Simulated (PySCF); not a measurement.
# Distorted geometries of [OsH4(NO)]−

[OsH4(NO)]− (singlet). PySCF 2.14.0, RKS TPSS, Os def2-SVP with ECP60, H def2-SVP, N def2-SVP, O def2-SVP; non-relativistic Hamiltonian with scalar-relativistic core potentials where named; density fitting; no spin-orbit coupling. Relaxed geometry:

```xyz
7

Os    0.0000    0.2077   -0.0527
H     0.0000    0.1347    1.5387
H     1.6514    0.6360   -0.0458
H     0.0000    1.8575   -0.5407
H    -1.6514    0.6360   -0.0458
N     0.0000   -1.5687   -0.2144
O     0.0000   -2.6849   -0.6697
```

Order these distorted geometries by energy above the relaxed one, lowest first.
A.
```xyz
7

Os   -0.4568    0.0852   -0.0039
H    -0.0928   -0.0819    1.5497
H     1.6488    0.7183   -0.1606
H     0.2113    1.8809   -0.5159
H    -1.3279    0.6203    0.1801
N    -0.0744   -1.3804   -0.2249
O     0.0918   -2.6241   -0.8549
```
B.
```xyz
7

Os    0.1074    0.2942    0.0458
H    -0.1404   -0.1688    1.7330
H     1.6484    0.2677   -0.1141
H     0.1125    1.7159   -0.4149
H    -1.7060    0.8666   -0.1447
N     0.1290   -1.3266   -0.3254
O    -0.1509   -2.4306   -0.8100
```
C.
```xyz
7

Os   -0.0834    0.3712   -0.1291
H    -0.1172    0.0168    1.3983
H     1.6823    0.8648    0.1189
H     0.0412    1.8243   -0.4834
H    -1.6930    0.4380    0.0077
N     0.2088   -1.3609   -0.2814
O    -0.0386   -2.9359   -0.6615
```

B (1.88 eV), C (3.94 eV), A (14.63 eV).

Which forces (eV/Å) act in the one that lies 1.88 eV up?


```
Os  -3.13 -0.41  4.63
H    0.09  0.59 -1.88
H    2.87  0.89  0.00
H    0.21  5.19 -2.20
H    1.14 -0.33  0.67
N   -2.49 -7.54 -1.35
O    1.32  1.61  0.14
```
Forces carry noise of the integration grid, about 0.01 to 0.03 eV/Å.

No frequency check is given that shows the relaxed geometry to be a minimum.
